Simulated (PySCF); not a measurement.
# Atomic charges by several schemes

C10H8.
Numbering: `[CH:1]#[C:2][c:3]1[cH:4][cH:5][c:6]2[c:7]([c:8]1[CH3:9])[CH2:10]2` (hydrogens: H11 on C1; H12 on C4; H13 on C5; H14, H15, H16 on C9; H17, H18 on C10)

Cartesian coordinates in Å at the GFN2-xTB level; atoms count from 1:
```xyz
18
C10H8 angstrom
C      3.1403    1.3749    0.2516
C      1.9783    1.0735    0.2166
C      0.6075    0.7218    0.1759
C     -0.3351    1.6981    0.4900
C     -1.7211    1.4556    0.4806
C     -2.0261    0.1804    0.1348
C     -1.0936   -0.7878   -0.1766
C      0.2505   -0.6147   -0.1841
C      1.2794   -1.6477   -0.5160
C     -2.5324   -1.1716   -0.2237
H      4.1535    1.6451    0.2844
H      0.0245    2.6831    0.7516
H     -2.4303    2.2308    0.7288
H      0.8013   -2.5922   -0.7641
H      1.8846   -1.3211   -1.3613
H      1.9499   -1.7986    0.3297
H     -3.0068   -1.3162   -1.1885
H     -2.9331   -1.8071    0.5588
```

Density: PBE0/pcSseg-1 (PySCF); schemes: Mulliken, IAO, Hirshfeld and ESP-fitted. Geometry: GFN2-xTB; no solvent, vibrations or thermal averaging.

**Question.** At which atom do the 4 schemes differ most?

**Answer.** At C9: from -0.615 (ESP-fitted) to -0.095 e (Mulliken), 0.520 e apart.

**Question.** Which atoms carry the highest charge in the Mulliken, IAO, Hirshfeld and ESP-fitted schemes?

**Answer.** The schemes don't all agree: Mulliken C2 (+0.438); IAO H11 (+0.202); Hirshfeld H11 (+0.090); ESP-fitted H11 (+0.317).

**Question.** Do the Mulliken, IAO, Hirshfeld and ESP-fitted schemes agree on where the charge is lowest?

**Answer.** The schemes don't all agree: Mulliken C1 (-0.410); IAO C9 (-0.430); Hirshfeld C9 (-0.119); ESP-fitted C9 (-0.615).

**Question.** Give the atomic charges in each scheme.

**Answer.** In e:

```
atom                  environment  Mulliken     IAO  Hirshfeld  ESP-fitted
  C1       terminal alkyne carbon    -0.410  -0.246     -0.112      -0.485
  C2                alkyne carbon    +0.438  -0.025     -0.040      +0.116
  C3  substituted aromatic carbon    -0.293  -0.030     +0.001      -0.134
  C4           aromatic CH carbon    -0.009  -0.133     -0.038      -0.121
  C5           aromatic CH carbon    -0.068  -0.163     -0.047      -0.289
  C6  substituted aromatic carbon    -0.112  -0.013     -0.017      +0.116
  C7  substituted aromatic carbon    -0.093  -0.036     -0.025      +0.030
  C8  substituted aromatic carbon    -0.219  +0.026     +0.023      +0.229
  C9         benzylic-type carbon    -0.095  -0.430     -0.119      -0.615
 C10         benzylic-type carbon    -0.060  -0.259     -0.060      -0.385
 H11              alkyne hydrogen    +0.041  +0.202     +0.090      +0.317
 H12            aromatic hydrogen    +0.086  +0.162     +0.051      +0.166
 H13            aromatic hydrogen    +0.092  +0.159     +0.053      +0.180
 H14              methyl hydrogen    +0.117  +0.153     +0.047      +0.171
 H15              methyl hydrogen    +0.139  +0.161     +0.046      +0.190
 H16              methyl hydrogen    +0.139  +0.161     +0.046      +0.189
 H17           methylene hydrogen    +0.153  +0.155     +0.050      +0.162
 H18           methylene hydrogen    +0.153  +0.155     +0.050      +0.162
```

Mean size of the charges over all atoms: ESP-fitted 0.226 e, Mulliken 0.151 e, IAO 0.148 e, Hirshfeld 0.051 e. Each set sums to the total charge, 0, to within 0.001 e. The ESP scheme fits charges at the nuclei, held to the total charge, to the electrostatic potential on points at 1.4 to 2.0 times the van der Waals radii. The Mulliken scheme gives each basis function's population to the atom it is centred on and halves the overlap population of two atoms between them.

**Question.** How many electrons does the Mulliken scheme count on C8?

**Answer.** Z − q = 6 − (-0.219) = 6.219.

**Question.** Sum the charges by element.

**Answer.** 
```json
{"element": "C", "atoms": "10", "Mulliken": "-0.921", "IAO": "-1.308", "Hirshfeld": "-0.434", "ESP-fitted": "-1.539"}
{"element": "H", "atoms": "8", "Mulliken": "+0.921", "IAO": "+1.308", "Hirshfeld": "+0.434", "ESP-fitted": "+1.539"}
```

**Question.** How closely do the schemes follow one another over all atoms?

**Answer.** Correlation coefficient and root-mean-square difference: IAO with Hirshfeld 0.96, 0.123 e; IAO with ESP-fitted 0.94, 0.114 e; Hirshfeld with ESP-fitted 0.91, 0.214 e; Mulliken with ESP-fitted 0.54, 0.229 e; Mulliken with IAO 0.51, 0.182 e; Mulliken with Hirshfeld 0.46, 0.171 e.
